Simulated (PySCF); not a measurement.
C2H5BCl, CH5BSi2, AlH4N2Si, CH6BNSi (calculated)

Calculation on a computer-drawn molecule: the log of a Hartree-Fock and frozen-core CCSD(T) single point meant for a local Hartree-Fock minimum, with one planted fault or none, to be diagnosed. Offsets are logged minus clean, where the clean run is the same molecule without the fault. The reference is restricted for singlets and unrestricted otherwise, and also for a bond in bohr or an excited solution. Adding or removing an electron swaps singlet and doublet. The excited solution moves the top pair (singlet) or top alpha electron (doublet) to the lowest empty orbital. Highest occupied and lowest empty are orbital energies over both spins, largest force is the largest gradient component, triples share is (T) over the correlation energy, the T1 limit is 0.02 restricted and 0.045 unrestricted, electrons count all cores, a negative frequency is imaginary (commonest isotopes), and the dipole is about the centre of nuclear charge. Program: PySCF 2.14.0.

Common to all runs: meant charge 0; meant basis cc-pV(D+d)Z; logged SCF converged yes; logged CC converged yes; logged SCF stable within its kind yes; possible faults no fault, one electron removed, one electron added, multiplicity raised by two, geometry at a saddle point, SCF held on an excited solution, minimal basis STO-3G, one bond length entered in bohr, all coordinates scaled.

(1) 
```xyz
9
formula=C2H5BCl meant_multiplicity=2 logged_electrons=38 logged_basis_functions=90 logged_spin_squared=0 logged_highest_occupied=-16.639 logged_lowest_empty=-6.4067 logged_largest_force=0.069375 logged_T1_diagnostic=0.026223 logged_D1_diagnostic=0.10742 logged_triples_share=0.032082 logged_dipole_magnitude=8.4271 logged_energy_HF=-562.54478 logged_energy_CCSD(T)=-563.08477 planted_fault=one_electron_removed HF_energy_offset_from_clean_run=184.1 CCSD(T)_energy_offset_from_clean_run=188.6
C      0.1742     1.9457    -0.4022
C      0.9453     1.3956     0.7706
B      2.3899     1.0906     0.2186
Cl     3.7112     2.2533     0.4286
H      0.2531     2.9942    -0.6617
H     -0.2682     1.2776    -1.1309
H      0.9641     2.1185     1.5879
H      0.4745     0.4744     1.1248
H      2.6445     0.1104    -0.4143
```

Units: logged_highest_occupied, logged_lowest_empty in eV; logged_largest_force in hartree/bohr; logged_dipole_magnitude in debye; logged_energy_HF, logged_energy_CCSD(T) in hartree; HF_energy_offset_from_clean_run, CCSD(T)_energy_offset_from_clean_run in kcal/mol.

Drawn bonds:
| atom | other atom | order |
| --- | --- | --- |
| 1 | 2 | 1 |
| 2 | 3 | 1 |
| 3 | 4 | 1 |
| 1 | 5 | 1 |
| 1 | 6 | 1 |
| 2 | 7 | 1 |
| 2 | 8 | 1 |
| 3 | 9 | 1 |

Notes: T1 above single-reference limit.

(2) 
```xyz
9
formula=CH5BSi2 meant_multiplicity=1 logged_electrons=44 logged_basis_functions=99 logged_spin_squared=0 logged_highest_occupied=-7.2266 logged_lowest_empty=-0.087383 logged_largest_force=3.327e-05 logged_lowest_frequency=-197.41 logged_T1_diagnostic=0.024881 logged_D1_diagnostic=0.080569 logged_triples_share=0.042968 logged_dipole_magnitude=1.1104 logged_energy_HF=-643.16136 logged_energy_CCSD(T)=-643.64591 planted_fault=geometry_at_a_saddle_point HF_energy_offset_from_clean_run=24.16 CCSD(T)_energy_offset_from_clean_run=22.02
B     -2.8807     0.3024     0.0000
Si    -1.0468    -0.1029     0.0000
Si     1.1645    -0.6935     0.0000
C      2.4788     0.3723     0.0000
H     -3.2191     1.4497     0.0000
H     -3.6549    -0.6105     0.0000
H      1.2883    -2.1604     0.0000
H      3.4945    -0.0074     0.0000
H      2.3754     1.4503     0.0000
```

Units: logged_highest_occupied, logged_lowest_empty in eV; logged_largest_force in hartree/bohr; logged_lowest_frequency in cm⁻¹; logged_dipole_magnitude in debye; logged_energy_HF, logged_energy_CCSD(T) in hartree; HF_energy_offset_from_clean_run, CCSD(T)_energy_offset_from_clean_run in kcal/mol.

Drawn bonds:
| atom | other atom | order |
| --- | --- | --- |
| 1 | 2 | 1 |
| 2 | 3 | 1 |
| 3 | 4 | 2 |
| 1 | 5 | 1 |
| 1 | 6 | 1 |
| 3 | 7 | 1 |
| 4 | 8 | 1 |
| 4 | 9 | 1 |

Notes: T1 above single-reference limit.

(3) 
```xyz
8
formula=AlH4N2Si meant_multiplicity=2 logged_electrons=45 logged_basis_functions=94 logged_spin_squared=1.7633 logged_highest_occupied=-7.8357 logged_lowest_empty=0.52328 logged_largest_force=0.026388 logged_T1_diagnostic=0.075631 logged_D1_diagnostic=0.38543 logged_triples_share=0.041836 logged_dipole_magnitude=5.4642 logged_energy_HF=-641.94757 logged_energy_CCSD(T)=-642.47362
N     -1.3968    -0.8591     1.7010
Al    -1.1792    -0.5714     0.1532
N     -0.7882     0.0005    -3.1136
Si     0.6758     0.2448    -4.0248
H     -1.4984    -1.0290     2.6702
H     -1.6268     0.0140    -3.6725
H      1.7875     0.2470    -3.0412
H      0.6543     1.5262    -4.7759
```

Units: logged_highest_occupied, logged_lowest_empty in eV; logged_largest_force in hartree/bohr; logged_dipole_magnitude in debye; logged_energy_HF, logged_energy_CCSD(T) in hartree.

Drawn bonds:
| atom | other atom | order |
| --- | --- | --- |
| 1 | 2 | 2 |
| 2 | 3 | 1 |
| 3 | 4 | 1 |
| 1 | 5 | 1 |
| 3 | 6 | 1 |
| 4 | 7 | 1 |
| 4 | 8 | 1 |

Notes: T1 above single-reference limit.

(4) 
```xyz
10
formula=CH6BNSi meant_multiplicity=1 logged_electrons=38 logged_basis_functions=95 logged_spin_squared=0 logged_highest_occupied=-9.6304 logged_lowest_empty=2.8586 logged_largest_force=0.098142 logged_T1_diagnostic=0.014803 logged_D1_diagnostic=0.050467 logged_triples_share=0.028532 logged_dipole_magnitude=4.2344 logged_energy_HF=-409.36741 logged_energy_CCSD(T)=-409.90489
B     -1.3512     0.5778     0.9949
N     -0.3741     0.9074     0.2406
Si     0.7336     1.2686    -0.5997
C      0.6783     2.3527    -1.9264
H     -1.5792     1.1625     1.9172
H     -1.9937    -0.2984     0.7417
H      1.9778     0.7562    -0.4024
H     -0.2516     2.7144    -2.0569
H      1.3145     3.1215    -1.7721
H      0.9734     1.8832    -2.7703
```

Units: logged_highest_occupied, logged_lowest_empty in eV; logged_largest_force in hartree/bohr; logged_dipole_magnitude in debye; logged_energy_HF, logged_energy_CCSD(T) in hartree.

Drawn bonds:
| atom | other atom | order |
| --- | --- | --- |
| 1 | 2 | 1 |
| 2 | 3 | 2 |
| 3 | 4 | 1 |
| 1 | 5 | 1 |
| 1 | 6 | 1 |
| 3 | 7 | 1 |
| 4 | 8 | 1 |
| 4 | 9 | 1 |
| 4 | 10 | 1 |

To be estimated
1. AlH4N2Si (entry 3): planted fault?
2. Give the missing planted fault for CH6BNSi (entry 4).

## Answers
1. one bond length entered in bohr, row 2 of the drawn bonds
2. all coordinates scaled, by -7.7 %

Further results for AlH4N2Si (entry 3):

- HF energy offset from clean run: 62.8 kcal/mol
- CCSD(T) energy offset from clean run: 65.77 kcal/mol

Further results for CH6BNSi (entry 4):

* HF energy offset from clean run: 46.9 kcal/mol
* CCSD(T) energy offset from clean run: 57.47 kcal/mol
